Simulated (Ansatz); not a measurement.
Reaction (formal hydrolysis of the Si–C bond): `C#C[Si](C)(F)Cl` + H₂O → `C[Si](O)(F)Cl` + `C#C`

Program: Ansatz. Geometries: PBE0-D4/def2-TZVP. ΔE: electronic, gas phase. CBS: MP2 limit from def2 TZ/QZ plus the TZ coupled-cluster correction, frozen cores. This one scheme is used for every species. Functionals use def2-TZVPP. B3LYP here is the variant with VWN-RPA as its local correlation; programs differ in this. HSE06 is defined as in plane-wave codes. Each species was taken in one conformer, which may not be the lowest.

| level | ΔE (kJ/mol) | difference from CCSD(T)/CBS |
| --- | --- | --- |
| LDA (SPW92) | -78.9 | -3.4 |
| BLYP-D4 | -74.6 | 0.9 |
| B3LYP-D4 | -78.1 | -2.6 |
| r2SCANh-D4 | -79.7 | -4.2 |
| r2SCAN0-D4 | -80.8 | -5.3 |
| BHLYP-D4 | -83.4 | -7.9 |
| PBE | -71.8 | 3.7 |
| BLYP | -79.0 | -3.5 |
| PBE0 | -75.5 | 0.0 |
| HSE06 | -75.1 | 0.4 |
| RPA@PBE/def2-TZVPP | -73.5 | 2.0 |
| HF/def2-TZVPP | -92.4 | -16.9 |
| MP2/def2-TZVPP | -73.7 | 1.8 |
| SCS-MP2/def2-TZVPP | -76.1 | -0.6 |
| HF/def2-QZVPP | -92.7 | -17.2 |
| HF/CBS(def2) | -92.8 | -17.3 |
| CCSD(T)/CBS | -75.5 | 0 |

(1) What do rigid-rotor, harmonic-oscillator terms from PBE0-D4/def2-TZVP frequencies (298.15 K, 1 bar) make of the CCSD(T)/CBS value? (An estimate is asked.)

Largest T1 diagnostic among the species: 0.013.

## Answers

(1) Ansatz gave: ΔZPE = +1.2 kJ/mol, ΔH = -76.7 kJ/mol, ΔS = -10 J/(mol·K), ΔG = -73.7 kJ/mol.

Leaving LDA and LC-ωPBE aside and taking each functional with its dispersion term where it has one, the values, not all of them listed here, spread over 18.2 kJ/mol, from CAM-B3LYP-D4 to revPBE-D4. LDA lies −7.1 kJ/mol from PBE without D4. The D4 term adds +3.9 kJ/mol with B3LYP and +2.5 kJ/mol with PBE0; it sums over pairs of atoms, weighted by their polarisabilities, and B3LYP, whose exchange is more repulsive, gets the larger term.

CCSD(T)/CBS has its own doubt, a few kJ/mol and more with outer-core shells, so smaller differences from it don't rank the levels.
